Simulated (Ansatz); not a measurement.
C3H6O2Si (`[SiH3]C1OC=CO1`), 12 atoms. The species carries charge 0 and has multiplicity 1. All runs use 4 threads of an INTEL XEON PLATINUM 8581C on a shared host. Correlated methods freeze the cores.

(1) Give the basis size and wall time and peak host memory of each of these runs in Ansatz. RKS PBE-QIDH (frozen core)/def2-TZVPP energy; RHF-CCSD(T)/def2-TZVPP energy; RHF-MP2/def2-QZVPP energy; RKS PBE0-D4/def2-SVP energy; RKS revPBE-D4/def2-TZVPP energy; RKS PBE0-D4/def2-TZVP frequencies; RKS SPW92 (LDA)/def2-TZVPP energy; RKS ωB97M-V/def2-SVP energy; RHF-CCSD(T)/def2-SVP energy; RKS HSE06 (plane-wave form)-D4/def2-TZVPP energy; RKS ωB97M-V/def2-QZVPP energy; RKS PBE0-D4/def2-TZVP relaxation (7 steps). (Estimate.)

Results:

(1) Ansatz gave: Other jobs shared the machine, so times are rough.

```tsv
level	job	functions	wall time	peak host memory (GiB)
RKS PBE0-D4/def2-SVP	energy	118	0.9 s	0.58
RKS SPW92 (LDA)/def2-TZVPP	energy	281	1.1 s	0.4
RKS revPBE-D4/def2-TZVPP	energy	281	1.6 s	0.41
RKS ωB97M-V/def2-SVP	energy	118	2.6 s	0.58
RKS HSE06 (plane-wave form)-D4/def2-TZVPP	energy	281	2.9 s	0.82
RKS PBE-QIDH (frozen core)/def2-TZVPP	energy	281	5 s	0.86
RHF-CCSD(T)/def2-SVP	energy	118	5.5 s	0.69
RKS ωB97M-V/def2-QZVPP	energy	535	14 s	2.6
RHF-MP2/def2-QZVPP	energy	535	22 s	4.1
RKS PBE0-D4/def2-TZVP	relaxation (7 steps)	228	22 s	0.68
RHF-CCSD(T)/def2-TZVPP	energy	281	2.4 min	8.5
RKS PBE0-D4/def2-TZVP	frequencies	228	2.4 min	0.75
```
